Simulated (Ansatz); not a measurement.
Basis-set series for `[F][Al]([GaH2])[SiH2][SiH3]`. Charge 0, multiplicity 1. The geometry is a stationary point of PBE0-D4/def2-TZVP. It is one conformer, not always the lowest.

```tsv
atom	x (Å)	y (Å)	z (Å)
F1	2.097	1.803	2.232
Al2	1.260	0.939	1.096
Ga3	1.845	-1.245	-0.001
Si4	-0.936	1.618	0.216
Si5	-1.371	-0.539	-0.598
H6	2.586	-1.292	-1.391
H7	1.517	-2.620	0.693
H8	-0.839	2.518	-0.971
H9	-2.061	2.075	1.078
H10	-1.865	-1.448	0.470
H11	-0.024	-1.124	-1.008
H12	-2.210	-0.686	-1.815
```

| functional | basis | functions | energy (Eh) | HOMO (eV) | LUMO (eV) |
| --- | --- | --- | --- | --- | --- |
| PBE0-D4 | def2-SVP | 135 | -2849.08173 | -6.73 | -2.14 |
| PBE0-D4 | def2-TZVPP | 303 | -2849.74495 | -6.70 | -2.20 |
| ωB97M-V | def2-SVP | 135 | -2849.56825 | -8.56 | -0.38 |
| ωB97M-V | def2-TZVPP | 303 | -2850.23435 | -8.57 | -0.52 |

Task: Give the rows for def2-QZVPP. (Best estimate.)

Result: Ansatz gave: 
| functional | basis | functions | energy (Eh) | HOMO (eV) | LUMO (eV) |
| --- | --- | --- | --- | --- | --- |
| PBE0-D4 | def2-QZVPP | 566 | -2849.82109 | -6.70 | -2.21 |
| ωB97M-V | def2-QZVPP | 566 | -2850.30799 | -8.57 | -0.57 |

Scalar relativity is left out up to krypton.
